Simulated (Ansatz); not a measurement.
`[F][GeH]1[CH2][Te]1`, relaxed with RKS PBE-D4/def2-SVP in Ansatz 0.2.0 from a rough embedded geometry. The force threshold is 0.03 eV/Å; the program also tests the step.

Total charge 0; spin multiplicity 1. Te: def2 effective core potential.

Start:

```xyz
7

F    -1.352    1.466   -1.185
Ge   -0.150    0.157   -0.980
C     0.091   -0.303    0.863
Te    1.901    0.891    0.580
H    -0.163   -1.096   -1.877
H    -0.617    0.221    1.553
H     0.289   -1.335    1.047
```

| step | energy (eV) | largest force (eV/Å) | largest move (Å) |
| --- | --- | --- | --- |
| 1 | -67591.6651 | 1.677 | 0.000 |
| 2 | -67591.9796 | 0.986 | 0.199 |
| 3 | -67592.0653 | 0.446 | 0.173 |
| 4 | -67592.0688 | 0.407 | 0.107 |
| 5 | -67592.0878 | 0.119 | 0.086 |
| 6 | -67592.0895 | 0.051 | 0.010 |
| 7 | -67592.0900 | 0.039 | 0.018 |
| 8 | -67592.0903 | 0.012 | 0.012 |

End:

```xyz
7

F    -1.349    1.341   -1.277
Ge   -0.120    0.133   -0.911
C     0.023   -0.329    0.958
Te    1.910    0.845    0.399
H    -0.109   -0.853   -2.097
H    -0.606    0.231    1.671
H     0.251   -1.366    1.257
```

Hardware: 4 threads of an Arm Neoverse V2 on a shared host. Wall time 8.5 s, peak host memory 0.16 GiB.
